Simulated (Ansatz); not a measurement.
Molecule: BaO, charge 0, multiplicity 1. SMILES: [O]=[Ba]
Geometry from a B3LYP-D3(BJ)/def2-TZVP (Ansatz, an electronic-structure program) optimisation:
```xyz
2

Ba     0.0000     0.0000    -0.2433
O      0.0000     0.0000     1.7033
```

Parts of the frozen-core correlation energy in def2-SVP (Ansatz, hartree). Frozen orbitals: 5; correlated occupied orbitals by spin: 4 and 4; virtual: 35 and 35. No spin-orbit coupling. In def2 rows, elements after Kr have scalar-relativistic effective core potentials.

| term | value |
|---|---|
| reference (HF) | -99.85318 |
| MP2 opposite-spin | -0.17346 |
| MP2 same-spin | -0.07193 |
| CCSD correlation | -0.22758 |
| (T) | -0.00947 |
| CCSDT minus CCSD(T) | 0.00012 |
| CCSDT(Q) minus CCSD(T) | -0.00136 |
| T1 diagnostic | 0.033 |
| largest doubles amplitude | 0.036 |
